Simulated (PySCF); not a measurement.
## Field gradients at the hydrogen positions

C8H15P.
Structure used (GFN2-xTB), in Å, numbered top down from 1:
```
atom  x, y, z in Å
C1     2.054   -0.798    2.021
C2     1.710   -0.885    0.877
C3     1.284   -1.002   -0.494
P4    -0.286   -0.108   -0.878
C5    -1.065   -1.011   -2.094
C6    -1.293   -0.137    0.656
C7    -1.784   -1.544    0.956
C8     0.278    1.696   -0.937
C9     0.935    2.317    0.289
H10    2.361   -0.720    3.021
H11    2.062   -0.624   -1.166
H12    1.084   -2.050   -0.743
H13   -2.029   -0.570   -2.348
H14   -0.434   -1.092   -2.979
H15   -0.684    0.246    1.479
H16   -2.136    0.543    0.500
H17   -0.941   -2.200    1.166
H18   -2.320   -1.942    0.098
H19   -2.445   -1.543    1.820
H20   -0.619    2.264   -1.215
H21    0.957    1.744   -1.797
H22    1.285    3.319    0.047
H23    0.229    2.393    1.112
H24    1.785    1.724    0.617
```

Level: PBE0/pcSseg-1 (PySCF, non-relativistic); Q(2H) = 0.00286 b; rigid geometry, the same for H and D, with no vibrational averaging.

**Question.** Rank these positions by the coupling χzz of a deuteron there, largest first.
A. H10 (alkyne hydrogen)
B. H14 (hydrogen on carbon)
C. H12 (methylene hydrogen)
D. H22 (methyl hydrogen)
E. H15 (methylene hydrogen)

**Answer.** A (267 kHz), B (222 kHz), D (210 kHz), E (202 kHz), C (197 kHz).

**Question.** Give the electric field gradient Vzz (the principal value of largest size), its asymmetry and the 2H coupling at each hydrogen.

**Answer.** 
| atom | bonded to | bond length (Å) | Vzz (au) | η | χzz (kHz) |
| --- | --- | --- | --- | --- | --- |
| H10 | C1 | 1.049 | 0.3974 | 0.00 | 267 |
| H11 | C3 | 1.096 | 0.2985 | 0.03 | 201 |
| H12 | C3 | 1.095 | 0.2935 | 0.03 | 197 |
| H13 | C5 | 1.090 | 0.3299 | 0.13 | 222 |
| H14 | C5 | 1.090 | 0.3296 | 0.14 | 222 |
| H15 | C6 | 1.093 | 0.3006 | 0.02 | 202 |
| H16 | C6 | 1.095 | 0.3030 | 0.03 | 204 |
| H17 | C7 | 1.088 | 0.3123 | 0.05 | 210 |
| H18 | C7 | 1.087 | 0.3079 | 0.05 | 207 |
| H19 | C7 | 1.088 | 0.3154 | 0.03 | 212 |
| H20 | C8 | 1.097 | 0.2985 | 0.03 | 201 |
| H21 | C8 | 1.098 | 0.2970 | 0.02 | 200 |
| H22 | C9 | 1.089 | 0.3126 | 0.02 | 210 |
| H23 | C9 | 1.087 | 0.3160 | 0.03 | 212 |
| H24 | C9 | 1.087 | 0.3097 | 0.04 | 208 |

**Question.** How does χzz go with the bond length over the 15 C–H bonds?

**Answer.** A straight-line fit has a slope of -13.9 kHz for each 0.01 Å, with a correlation coefficient of -0.94, over lengths from 1.049 to 1.098 Å. The longer bonds have the smaller couplings here.

**Question.** A static deuteron (I = 1) shows a doublet split by (3/2)χ, (3/4)χ(1 + η) and (3/4)χ(1 − η) with the field along z, y and x of the gradient. What are these for H23?

**Answer.** With |χ| = 212.3 kHz and η = 0.026: 318, 163 and 155 kHz, to first order and without motion.

One conformer (not necessarily the lowest) at the GFN2-xTB geometry, without solvent, vibrations or thermal averaging. GFN2-xTB bond lengths can be off by several hundredths of an ångström, more for odd bonds, and the gradients follow them. With a basis this small, the couplings can be 20 % off.
